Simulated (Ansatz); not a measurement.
`CO[SiH2]C#N` + CH₄ → `CC#N` + `CO[SiH3]` at 298.15 K and 1 bar (formal exchange of groups at a C–Si bond).

Calculated with Ansatz (gas phase, PBE0-D4/def2-TZVP geometries, no zero-point term in ΔE). CCSD(T)/CBS adds triple-zeta CCSD(T) − MP2 to the extrapolated MP2 energy (def2 sets, frozen cores). This one scheme is used for every species. Each species was taken in one conformer, which may not be the lowest.

```tsv
species	CCSD(T)/CBS energy (Eh)	H − E (kJ/mol)	S (J/(mol·K))
`CO[SiH2]C#N`	-498.08666	200.2	345.9
CH₄	-40.46206	127.4	186.2
`CC#N`	-132.59492	131.1	242.3
`CO[SiH3]`	-405.93001	192.4	298.5
```

H − E and S are ideal-gas, rigid-rotor, harmonic terms from PBE0-D4/def2-TZVP, for one conformer and one mirror image of each species. 1 Eh = 2625.50 kJ/mol, R = 8.31446 J/(mol·K).

By hand: ΔE, ΔH, ΔS and ΔG.

ΔE = (-132.59492) + (-405.93001) − (-498.08666) − (-40.46206) = 0.02379 Eh = 62.5 kJ/mol. Δ(H − E) = 131.1 + 192.4 − 200.2 − 127.4 = -4.1, so ΔH = 58.4 kJ/mol. ΔS = 242.3 + 298.5 − 345.9 − 186.2 = 8.7 J/(mol·K). ΔG = 58.4 − 298.15 × (8.7)/1000 = 55.8 kJ/mol.

By hand: the equilibrium constant, and the temperature at which ΔG would vanish if ΔH and ΔS stayed fixed.

log₁₀ K = −ΔG/(RT ln 10) = -9.8. ΔG = 0 at ΔH/ΔS = 6713 K, far beyond where these terms or the molecules hold.

The number of gas molecules stays the same, so ΔS is small and ΔH decides. A doubt of 5 kJ/mol in ΔE shifts log₁₀ K by 0.9 here. Other conformers and mirror images would add mixing entropy, several J/(mol·K) or more a flexible species. These are equilibria of isolated gas molecules and say nothing of rates. Largest T1 diagnostic: 0.012 (customary marks: 0.02 for closed shells, 0.045 for open ones).
